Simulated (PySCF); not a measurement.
## Excitation energy of Ru by level of theory

Ru [Kr] 4d7 5s1 (5F) → Ru [Kr] 4d6 5s1 6s1 (7D), as a difference of total energies. Calculation: PySCF 2.14, in aug-cc-pVTZ-PP with ECP28MDF (6s6p5d3f2g, 88 functions); a scalar-relativistic core potential. Correlated levels: valence: 4s2 4p6 frozen. The calculations carry no spin-orbit coupling.

```json
{"method": "UHF", "excitation energy (eV)": "4.321"}
{"method": "MP2 (valence)", "excitation energy (eV)": "5.769"}
{"method": "SCS-MP2 (valence)", "excitation energy (eV)": "6.063"}
{"method": "CCSD (valence)", "excitation energy (eV)": "5.630"}
{"method": "CCSD(T) (valence)", "excitation energy (eV)": "5.746"}
```

Question: How much does correlation contribute at CCSD(T) (valence)?

Answer: 5.746 − (4.321) = 1.425 eV, measured against UHF.

The promoted electron is Rydberg-like, and one or two diffuse shells describe it only roughly, which tends to raise the upper state.
